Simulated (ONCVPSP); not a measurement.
## Tc: ONCV pseudisation with PBEsol, scalar-relativistic reference atom.

The input file (ONCVPSP 4.0.1):

```
# ATOM AND REFERENCE CONFIGURATION
# atsym  z   nc   nv     iexc    psfile
  Tc 43.00    6    4  -116133      upf
#
#   n    l    f
    1    0    2.00
    2    0    2.00
    2    1    6.00
    3    0    2.00
    3    1    6.00
    3    2   10.00
    4    0    2.00
    4    1    6.00
    4    2    5.00
    5    0    2.00
#
# PSEUDOPOTENTIAL AND OPTIMIZATION
# lmax
    2
#
#   l,   rc,      ep,       ncon, nbas, qcut
    0    1.50    0.00    5    8    7.80
    1    1.60    0.00    3    8    8.00
    2    2.10    0.00    4    8    6.90
#
# LOCAL POTENTIAL
# lloc, lpopt,  rc(5),   dvloc0
    4    5    1.15    1.00
#
# VANDERBILT-KLEINMAN-BYLANDER PROJECTORs
# l, nproj, debl
    0    2    2.80
    1    1    4.00
    2    1    3.60
#
# MODEL CORE CHARGE
# icmod, fcfact, rcfact
    3    2.50    1.55
#
# LOG DERIVATIVE ANALYSIS
# epsh1, epsh2, depsh
   -4.00    5.00    0.02
#
# OUTPUT GRID
# rlmax, drl
    6.00    0.01
#
# TEST CONFIGURATIONS
# ncnf
    4
# nvcnf
#   n    l    f
    4
    4    0    2.00
    4    1    6.00
    4    2    5.00
    5    0    1.00
#
    4
    4    0    2.00
    4    1    6.00
    4    2    5.00
    5    0    0.00
#
    4
    4    0    2.00
    4    1    6.00
    4    2    4.00
    5    0    0.00
#
    5
    4    0    2.00
    4    1    6.00
    4    2    5.00
    5    0    1.00
    5    1    1.00
#
```

Command:

```bash
oncvpsp.x < Tc.dat > Tc.out
```

The program printed (shortened: citation, most of the input echo, consistency checks and plot data are left out):

```
ONCVPSP  (Optimized Norm-Conservinng Vanderbilt PSeudopotential)
scalar-relativistic version 4.0.1

#   n    l    f        energy (Ha)
    1    0    2.00    -7.6644335E+02
    2    0    2.00    -1.0935741E+02
    2    1    6.00    -9.7893094E+01
    3    0    2.00    -1.9039075E+01
    3    1    6.00    -1.5276566E+01
    3    2   10.00    -9.1830819E+00
    4    0    2.00    -2.6943232E+00
    4    1    6.00    -1.6647609E+00
    4    2    5.00    -2.4514191E-01
    5    0    2.00    -1.8674847E-01

Reference configufation results
  iterations    25
  all-electron total energy (Ha)   -4.28334315D+03

Begin loop to  construct optimized pseudo wave functions
and semi-local pseudopoentials for all angular momenta

Calculating optimized projector #   1

 for l=   0

    Fraction of norm inside rc  0.888151
    Optimizing pswf for qcut=   7.81 a_B^-1,  ecut=  30.47 Ha
    Residual kinetic energy error=  1.83D-04 Ha

    Energy error per electron        Cutoff
         Ha          eV             Ha
         0.01000     0.27211       21.45
         0.00100     0.02721       26.60
         0.00010     0.00272       40.69
         0.00001     0.00027       73.95

Calculating optimized projector #   2

 for l=   0

    Fraction of norm inside rc  0.042104
    Optimizing pswf for qcut=   7.81 a_B^-1,  ecut=  30.47 Ha
    Residual kinetic energy error=  4.43D-05 Ha

    Energy error per electron        Cutoff
         Ha          eV             Ha
         0.01000     0.27211       16.54
         0.00100     0.02721       23.46
         0.00010     0.00272       28.78
         0.00001     0.00027       45.09

Calculating optimized projector #   1

 for l=   1

    Fraction of norm inside rc  0.849979
    Optimizing pswf for qcut=   8.01 a_B^-1,  ecut=  32.06 Ha
    Residual kinetic energy error=  1.24D-06 Ha

    Energy error per electron        Cutoff
         Ha          eV             Ha
         0.01000     0.27211       10.09
         0.00100     0.02721       13.37
         0.00010     0.00272       23.64
         0.00001     0.00027       28.18

Calculating optimized projector #   1

 for l=   2

    Fraction of norm inside rc  0.745281
    Optimizing pswf for qcut=   6.90 a_B^-1,  ecut=  23.78 Ha
    Residual kinetic energy error=  3.47D-06 Ha

    Energy error per electron        Cutoff
         Ha          eV             Ha
         0.01000     0.27211       13.88
         0.00100     0.02721       17.54
         0.00010     0.00272       20.27
         0.00001     0.00027       22.91

Construct Vanderbilt / Kleinmman-Bylander projectors

B matrix Hermiticity error, ll=   0
   1   2    2.5369E-04

  Orthonormal projector coefficients  1.4461E+01  1.3215E+00

Model core correction analysis
  based on d2Exc/dn_idn_j

d2excae - all-electron derivatives

   -3.380819D-02   -3.022489D-02   -1.739360D-02   -2.023064D-03
   -3.022512D-02   -2.846796D-02   -1.868820D-02   -2.546498D-03
   -1.739389D-02   -1.868833D-02   -1.899341D-02   -9.381125D-03
   -2.023064D-03   -2.546368D-03   -9.378988D-03   -2.598262D-02

d2excps - pseudofunction derivatives with no core correction

   -3.975073D-02   -3.489375D-02   -1.902525D-02   -2.551637D-03
   -3.489423D-02   -3.197573D-02   -1.976848D-02   -3.037458D-03
   -1.902572D-02   -1.976862D-02   -1.993411D-02   -9.494610D-03
   -2.551697D-03   -3.037365D-03   -9.492473D-03   -2.602712D-02

rms 2nd derivative error    2.510353E-03

rmatch, rhocmatch    0.7224   13.4880

Teter function model core charge with specified parameters

d2excps - pseudofunction derivatives with core correction

   -3.267496D-02   -2.908707D-02   -1.710329D-02   -2.013909D-03
   -2.908727D-02   -2.710835D-02   -1.826931D-02   -2.585725D-03
   -1.710345D-02   -1.826932D-02   -1.942818D-02   -9.355854D-03
   -2.013894D-03   -2.585587D-03   -9.353716D-03   -2.598419D-02

rms 2nd derivative error    6.341985E-04

Pseudoatom total energy  -80.835612

Diagnostic tests using Vanderbilt-Kleinman-Bylander pseudopotentials
  1 or more projectors used as specified by nproj input data

   l    rcore       rmatch      e in        delta e   norm test  slope test

   0   1.5077440   1.5535224  -2.6943232  -0.0000011   1.0001569   1.0001595
   0   1.5077440   1.5535224  -0.1867485   0.0000056   1.0000582   1.0000487

   1   1.6006907   1.6492911  -1.6647609   0.0000080   0.9999969   1.0000154

   2   2.1077278   2.1717230  -0.2451419  -0.0000012   0.9999988   1.0000051

 Testing for bound ghosts
   n   l    E NL Schr. Eq   E Basis Diag.   E Cutoff

   1   0       -2.694324       -2.694321    115.97
   2   0       -0.186743       -0.076299    115.97

   2   1       -1.664753       -1.664748     87.17

   3   2       -0.245143       -0.244431     58.17

 Testing for highly-localized positive-energy ghosts
       l    <radius>/rc     E Basis Diag.   E Cutoff

       0        0.644427        9.894787    115.97  WARNING - GHOST(+)

Test configuration 0

   n   l     f        eae           eps        diff
   1   0  2.0000 -766.44335260
   2   0  2.0000 -109.35741242
   2   1  6.0000  -97.89309351
   3   0  2.0000  -19.03907453
   3   1  6.0000  -15.27656580
   3   2 10.0000   -9.18308185
   4   0  2.0000   -2.69432318   -2.69432426   -1.08D-06
   4   1  6.0000   -1.66476089   -1.66475285    8.03D-06
   4   2  5.0000   -0.24514191   -0.24514307   -1.17D-06
   5   0  2.0000   -0.18674847   -0.18674286    5.61D-06

    Total energies and differences
      AE_ref= -4.28334315D+03  AE_tst= -4.28334315D+03  dif=  0.00D+00
      PS_ref= -8.08356124D+01  PS_tst= -8.08356124D+01  dif= -5.68D-14
      PSP excitation error=  5.68D-14

Test configuration 1

   n   l     f        eae           eps        diff
   1   0  2.0000 -766.72302414
   2   0  2.0000 -109.63392565
   2   1  6.0000  -98.16980861
   3   0  2.0000  -19.31625936
   3   1  6.0000  -15.55373531
   3   2 10.0000   -9.46001777
   4   0  2.0000   -2.97282263   -2.97322475   -4.02D-04
   4   1  6.0000   -1.94378563   -1.94406403   -2.78D-04
   4   2  5.0000   -0.51876032   -0.51884596   -8.56D-05
   5   0  1.0000   -0.42007012   -0.42005631    1.38D-05

    Total energies and differences
      AE_ref= -4.28334315D+03  AE_tst= -4.28304194D+03  dif=  3.01D-01
      PS_ref= -8.08356124D+01  PS_tst= -8.05343628D+01  dif=  3.01D-01
      PSP excitation error= -3.99D-05

Test configuration 2

   n   l     f        eae           eps        diff
   1   0  2.0000 -767.04442633
   2   0  2.0000 -109.95079525
   2   1  6.0000  -98.48696843
   3   0  2.0000  -19.63370695
   3   1  6.0000  -15.87115593
   3   2 10.0000   -9.77713789
   4   0  2.0000   -3.29052546   -3.29152274   -9.97D-04
   4   1  6.0000   -2.26147630   -2.26221114   -7.35D-04
   4   2  5.0000   -0.82656679   -0.82680500   -2.38D-04

    Total energies and differences
      AE_ref= -4.28334315D+03  AE_tst= -4.28249655D+03  dif=  8.47D-01
      PS_ref= -8.08356124D+01  PS_tst= -7.99888967D+01  dif=  8.47D-01
      PSP excitation error= -1.16D-04

Test configuration 3

   n   l     f        eae           eps        diff
   1   0  2.0000 -767.58333237
   2   0  2.0000 -110.49624298
   2   1  6.0000  -99.03200494
   3   0  2.0000  -20.17318862
   3   1  6.0000  -16.41060957
   3   2 10.0000  -10.31748079
   4   0  2.0000   -3.80680930   -3.80638068    4.29D-04
   4   1  6.0000   -2.76809172   -2.76800450    8.72D-05
   4   2  4.0000   -1.29112360   -1.29054760    5.76D-04

    Total energies and differences
      AE_ref= -4.28334315D+03  AE_tst= -4.28144219D+03  dif=  1.90D+00
      PS_ref= -8.08356124D+01  PS_tst= -7.89345433D+01  dif=  1.90D+00
      PSP excitation error= -1.14D-04

Test configuration 4

   n   l     f        eae           eps        diff
   1   0  2.0000 -766.49713647
   2   0  2.0000 -109.40979613
   2   1  6.0000  -97.94549679
   3   0  2.0000  -19.09210851
   3   1  6.0000  -15.32957973
   3   2 10.0000   -9.23597000
   4   0  2.0000   -2.74824300   -2.74558158    2.66D-03
   4   1  6.0000   -1.71878055   -1.71612981    2.65D-03
   4   2  5.0000   -0.29540988   -0.29315059    2.26D-03
   5   0  1.0000   -0.22053128   -0.21906968    1.46D-03
   5   1  1.0000   -0.07727410   -0.07833165   -1.06D-03

    Total energies and differences
      AE_ref= -4.28334315D+03  AE_tst= -4.28320343D+03  dif=  1.40D-01
      PS_ref= -8.08356124D+01  PS_tst= -8.06980788D+01  dif=  1.38D-01
      PSP excitation error=  2.18D-03
```

The run took about 4.4 s on one core of a shared server CPU.
